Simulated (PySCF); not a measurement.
**Continuum solvent and chemical shifts**

Geometry:
```json
{"atom": "C1", "x (Å)": "-1.129", "y (Å)": "3.897", "z (Å)": "0.415"}
{"atom": "C2", "x (Å)": "-1.382", "y (Å)": "2.854", "z (Å)": "-0.144"}
{"atom": "C3", "x (Å)": "-1.654", "y (Å)": "1.584", "z (Å)": "-0.787"}
{"atom": "P4", "x (Å)": "-0.509", "y (Å)": "0.304", "z (Å)": "-0.171"}
{"atom": "C5", "x (Å)": "1.195", "y (Å)": "0.810", "z (Å)": "-0.494"}
{"atom": "C6", "x (Å)": "2.263", "y (Å)": "-0.173", "z (Å)": "-0.011"}
{"atom": "C7", "x (Å)": "2.298", "y (Å)": "-0.375", "z (Å)": "1.495"}
{"atom": "C8", "x (Å)": "-0.898", "y (Å)": "-1.289", "z (Å)": "-0.855"}
{"atom": "C9", "x (Å)": "-0.693", "y (Å)": "-2.545", "z (Å)": "-0.038"}
{"atom": "C10", "x (Å)": "-2.074", "y (Å)": "-2.070", "z (Å)": "-0.310"}
{"atom": "H11", "x (Å)": "-0.925", "y (Å)": "4.836", "z (Å)": "0.901"}
{"atom": "H12", "x (Å)": "-2.681", "y (Å)": "1.230", "z (Å)": "-0.589"}
{"atom": "H13", "x (Å)": "-1.533", "y (Å)": "1.639", "z (Å)": "-1.884"}
{"atom": "H14", "x (Å)": "-0.733", "y (Å)": "0.229", "z (Å)": "1.221"}
{"atom": "H15", "x (Å)": "1.307", "y (Å)": "1.805", "z (Å)": "-0.031"}
{"atom": "H16", "x (Å)": "1.248", "y (Å)": "0.961", "z (Å)": "-1.587"}
{"atom": "H17", "x (Å)": "2.142", "y (Å)": "-1.138", "z (Å)": "-0.530"}
{"atom": "H18", "x (Å)": "3.231", "y (Å)": "0.228", "z (Å)": "-0.353"}
{"atom": "H19", "x (Å)": "3.147", "y (Å)": "-1.012", "z (Å)": "1.779"}
{"atom": "H20", "x (Å)": "2.410", "y (Å)": "0.581", "z (Å)": "2.030"}
{"atom": "H21", "x (Å)": "1.391", "y (Å)": "-0.870", "z (Å)": "1.879"}
{"atom": "H22", "x (Å)": "-0.702", "y (Å)": "-1.344", "z (Å)": "-1.932"}
{"atom": "H23", "x (Å)": "-0.303", "y (Å)": "-2.453", "z (Å)": "0.980"}
{"atom": "H24", "x (Å)": "-0.314", "y (Å)": "-3.413", "z (Å)": "-0.583"}
{"atom": "H25", "x (Å)": "-2.684", "y (Å)": "-2.600", "z (Å)": "-1.045"}
{"atom": "H26", "x (Å)": "-2.644", "y (Å)": "-1.643", "z (Å)": "0.521"}
```

Total charge +1.

GIAO PBE0/pcSseg-1 in PySCF on one PBE0-D3(BJ)/def2-SVP conformer, non-relativistic, equivalent nuclei averaged. Solvents enter as an IEF-PCM continuum (tetrahydrofuran with ε = 7.4, dichloromethane with ε = 8.9) around the gas-phase geometry. Shifts are referred to TMS computed in the same medium.

Gas phase, δ in ppm: C1 89.2, C2 68.5, C5 24.0, C6 17.3, C3 14.7, C7 14.0, C9 9.4, C10 6.5, C8 -1.1, H14 4.93, H12 3.32, H13 3.05, H11 2.86, H15 2.67. Dipole moment 1.09 D.

**Question.** How does each δ change in the continuum?

**Answer.** 
| atoms | environment | Δδ, tetrahydrofuran | Δδ, dichloromethane |
| --- | --- | --- | --- |
| C1 | terminal alkyne carbon | -4.5 | -4.7 |
| C2 | alkyne carbon | +7.2 | +7.5 |
| C5 | sp3 CH2 bonded to P | +0.1 | +0.1 |
| C6 | sp3 CH2 | +1.2 | +1.2 |
| C3 | propargylic sp3 CH2 bonded to P | -0.3 | -0.3 |
| C7 | methyl carbon | +0.4 | +0.4 |
| C9 | three-membered-ring carbon | +0.3 | +0.3 |
| C10 | three-membered-ring carbon | +0.3 | +0.3 |
| C8 | three-membered-ring carbon | +1.1 | +1.1 |
| H14 | hydrogen on a phosphorus bonded to 3 C | +0.43 | +0.45 |
| H12 | hydrogen on a propargylic sp3 CH2 bonded to P | +0.09 | +0.10 |
| H13 | hydrogen on a propargylic sp3 CH2 bonded to P | +0.18 | +0.18 |
| H11 | hydrogen on a terminal alkyne carbon | -0.12 | -0.12 |
| H15 | hydrogen on an sp3 CH2 bonded to P | -0.07 | -0.07 |

Changes are relative to the gas phase. The dipole moment becomes 1.70 D in tetrahydrofuran, 1.73 D in dichloromethane.

**Question.** Which nuclei move most (in ppm), and what does the model miss?

**Answer.** C2 (alkyne carbon, +7.5 ppm) in dichloromethane. A continuum only polarises the solute; specific hydrogen bonds, the anisotropy of aromatic solvents and changes of geometry or conformer are outside it, as are counter-ions.
